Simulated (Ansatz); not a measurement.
TeF2. Charge 0, multiplicity 1. Geometry PBE0-D4/def2-TZVP, basis def2-TZVP, Ansatz.

```tsv
atom	x (Å)	y (Å)	z (Å)
Te1	0.3679	0.6831	-0.3554
F2	0.8526	-1.1421	-0.2881
F3	-1.2205	0.4589	0.6434
```

| run | HOMO (eV) | LUMO (eV) |
| --- | --- | --- |
| A | -6.17 | -3.11 |
| B | -7.79 | -1.86 |
| C | -5.43 | -3.55 |
| D | -6.68 | -2.73 |
| E | -8.98 | -0.55 |
| F | -9.43 | 0.53 |

In the def2 sets Te takes a core potential; there is no spin–orbit coupling.

The runs used BHLYP, HF, PBE, PBE0, r2SCANh, ωB97X-V. Estimate which is which.

A r2SCANh (10 % exact exchange); B BHLYP (50 % exact exchange); C PBE (0 % exact exchange); D PBE0 (25 % exact exchange); E ωB97X-V (range-separated); F HF (100 % exact exchange). Exact exchange lowers occupied and raises empty levels; among semilocal functionals meta-GGAs tend to open the gap a little, and such runs are hard to tell apart. The gap grows from 1.88 eV (PBE) to 9.96 eV (HF).
